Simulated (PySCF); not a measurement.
SMILES C[C](C)(C)[Zn][O][SiH3] (GFN2-xTB optimised geometry):

```
19

Zn    -1.659    -1.532     2.919
C     -1.827    -3.299     3.927
C     -0.393    -3.804     4.038
C     -2.486    -3.265     5.298
C     -2.616    -4.196     2.980
H     -0.395    -4.837     4.393
H      0.185    -3.208     4.743
H      0.109    -3.784     3.070
H     -1.937    -2.631     5.989
H     -3.511    -2.909     5.239
H     -2.503    -4.277     5.709
H     -3.657    -3.887     2.914
H     -2.184    -4.188     1.978
H     -2.593    -5.225     3.346
O     -0.975    -1.103     1.303
Si    -0.475    -0.330     0.000
H      0.995    -0.330     0.000
H     -0.974     1.054     0.000
H     -0.995    -1.054    -1.169
```

Method: PBE0/def2-SVP run with PySCF 2.14.0.

Q: What are the frontier orbital energies and the dipole moment?

A: HOMO-2 -7.64 eV, HOMO-1 -7.55 eV, HOMO -6.89 eV, LUMO -1.53 eV, LUMO+1 1.39 eV; dipole moment 2.97 D.

On the same geometry PBE/def2-SVP run with PySCF gives HOMO-2 -6.17 eV, HOMO-1 -6.06 eV, HOMO -5.88 eV, LUMO -2.29 eV, LUMO+1 0.47 eV; dipole moment 2.88 D.

Meta-Löwdin charges at PBE0/def2-SVP: Zn1 1.07, C2 -0.26, C3 -0.31, C4 -0.30, C5 -0.31, H6 0.09, H7 0.09, H8 0.10, H9 0.09, H10 0.09, H11 0.09, H12 0.09, H13 0.10, H14 0.09, O15 -1.06, Si16 0.75, H17 -0.14, H18 -0.15, H19 -0.14.
